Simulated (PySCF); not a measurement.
## Computed properties of C₂H₂O, SMILES C1OC=1

C₂H₂O, SMILES C1=CO1. Geometry: PBE0-D3(BJ)/def2-TZVP. Other conformers were not sampled. All values are computed for the isolated molecule unless a solvent is named; none is compared with measurement here.

**Structure.** The optimised structure has C2v symmetry. All 9 harmonic modes at PBE0-D3(BJ)/def2-TZVP (PySCF) are real, so it is a minimum. With heavy atoms numbered as in [CH:1]1=[CH:2][O:3]1, the shortest bond between them is C1–C2 at 1.260 Å and the longest C2–O3 at 1.480 Å.

**Vibrations.** The strongest infrared lines (harmonic, unscaled, degenerate partners summed) lie at 552 cm⁻¹ (93 km/mol, H 88 %, C 11 %), 912 cm⁻¹ (60 km/mol, H 67 %, O 28 %), 3340 cm⁻¹ (55 km/mol, H 93 %). The softest mode is at 189 cm⁻¹ and the zero-point energy is 18.5 kcal/mol.

**Electronic structure.** B3LYP/def2-TZVPD (PySCF) places the frontier levels at -5.70 and -0.78 eV, a gap of 4.92 eV, and gives a dipole moment of 2.33 D and a mean polarisability of 27.2 bohr³. PBE/def2-TZVPD (PySCF) at the same geometry gives -4.43 and -1.56 eV, so its gap is 2.05 eV narrower. An orbital gap is neither the optical nor the fundamental gap.

**Excitations.** TDDFT-PBE0/def2-SVPD (PySCF) has S1 at 4.12 eV (301 nm, f = 0.030, weak); the most intense of the 10 singlets computed lies at 7.87 eV (f = 0.06). T1 (TDA) is at 2.53 eV. TDDFT-PBE/def2-SVPD (PySCF) puts S1 at 3.44 eV. No vertical singlet excitation falls in the visible range (under 3.1 eV).

**NMR.** GIAO shifts at PBE0/pcSseg-2 (PySCF) (non-relativistic, atoms alike by connectivity averaged): ¹³C at 128.3 ppm against TMS; ¹H at 7.5 ppm against TMS.

**Solvation.** SMD-B3LYP/def2-SVP (PySCF) gives -5.2 kcal/mol in water, -3.6 kcal/mol in diethylether, -5.0 kcal/mol in methanol (1 M in both phases, gas-phase geometry); of these solvents water holds the molecule best.
